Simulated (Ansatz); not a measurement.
Spectroscopic constants of Zn2, closed-shell singlet (lowest of 2S+1 = 1, 3 at CCSD(T)/def2-TZVPP on PBE0 minima; our sources give no spin for the ground state, which may be another). No spin–orbit coupling. Zn is treated without relativity.

The constants come from a fifth-degree fit in 1/R (seven points, main isotopes). Runs in def2 and cc sets follow the lowest solution found near the PBE0 minimum. The singlet is held restricted.

Codes used: Ansatz (a program for electronic structure). Values without a source in brackets are computed.

Energies at PBE0/def2-TZVPP:

```
R (Å)        E (hartree)
--------  --------------
3.065451  -3558.29019182
3.147855  -3558.29040184
3.223667  -3558.29049689
3.309368  -3558.29052298
3.395069  -3558.29048883
3.493954  -3558.29040065
3.609321  -3558.29025912
```

Task: With a reduced mass of 31.9646 u, find the minimum, the force constant and the constants.

Result: A fifth-degree polynomial in 1/R puts the minimum at r_e = 3.2983 Å with force constant 3.72 N/m. Then ω_e = (1/2πc)√(k/μ) = 44 cm⁻¹ and B_e = h/(8π²cμr_e²) = 0.04848 cm⁻¹; the cubic and quartic terms give α_e = 0.0013 and ω_e x_e = 1.2 cm⁻¹.
